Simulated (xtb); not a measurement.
xtb input:

```bash
xtb mol.xyz --gfn 1 --opt tight --chrg 0 --uhf 0
```
mol.xyz:
```
10

Si    -0.00483958     0.00744110     0.00348548
O      1.43864052    -0.29529703    -0.72800816
O      0.43062953     0.66518940     1.44694375
O     -0.97518142     1.09170160    -0.75008420
N     -0.92976487    -1.41953016     0.01300545
H      1.40348869    -0.77480948    -1.55951950
H      1.34849156     0.55443899     1.70648421
H     -0.83606626     2.01316620    -0.51840814
H     -0.56114687    -2.28304979     0.37576661
H     -1.93136812    -1.36996210     0.10503066
```

Task: Predict the final energy.

Result: -22.10146 Eh (GFN1-xTB).
